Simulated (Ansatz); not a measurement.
Ansatz results at the PBE0-D4/def2-TZVP geometry: HOMO energy (PBE/def2-TZVPP) -5.58 eV; HOMO energy (B3LYP/def2-TZVPP) -6.88 eV; size of the dipole moment (PBE/def2-TZVPP) 0.98 D.

Q: Which molecule gave them?
A. `CCOC(F)(F)F`
B. `COc1ccccc1`
C. `C=CCOB(O)O`
D. `CC(C)(C)OC(C)(C)C`

A: D. The others give `COc1ccccc1`: -5.37, -6.20, 1.29; `C=CCOB(O)O`: -6.46, -7.44, 0.16; `CCOC(F)(F)F`: -7.54, -9.03, 2.54.

B3LYP here is the variant with VWN-RPA as its local correlation; programs differ in this.
